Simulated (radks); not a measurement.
Results of a calculation; reference values are marked as such.
All-electron atom: Ba4+ in [Kr] 4d10 5s2 5p4 (the NIST ground configuration).

Level of theory: scalar-relativistic Kohn-Sham, XLYP, spin-unpolarised, spherical densities, finite nucleus; Fermi nuclear charge, rms radius 4.8378 fm (a radial shooting solver on a logarithmic mesh with Libxc functionals).

Energy parts (eV):
total: -221308.25
kinetic: 233625.27
electron-nucleus: -533390.53
Hartree: 83834.08
exchange-correlation: -5377.08

Orbitals (lengths in bohr, moments of r in powers of bohr):
orbital,occ.,eigenvalue (eV),<r>
1s,2,-37305.50,0.02558
2s,2,-5930.549,0.1097
2p,6,-5322.742,0.09618
3s,2,-1283.207,0.2920
3p,6,-1088.336,0.2899
3d,10,-805.1509,0.2666
4s,2,-283.3488,0.6733
4p,6,-220.4240,0.7146
4d,10,-128.9951,0.7972
5s,2,-70.1082,1.574
5p,4,-53.8103,1.781

The highest occupied level is 5p at -53.810 eV. The density falls to 0.001 e/bohr^3 at r = 3.41 bohr. The electron density at the nucleus is 3.346e+05 e/bohr^3 (large components only). Summed over all electrons, <r^2> = 33.38 bohr^2, which gives a Langevin (diamagnetic) susceptibility term of -26.4 x 10^-6 cm^3/mol. For comparison, the ionisation energy in NIST's Atomic Spectra Database is 58 eV (theoretical). In exact Kohn-Sham theory the highest level is minus the ionisation energy, but local and semilocal functionals leave it too shallow, through self-interaction and a potential that decays too fast; potentials with the right tail come closer.

Beside tabulated values, note that spin-unpolarised runs miss the spin-polarisation part of the exchange energy of open shells.
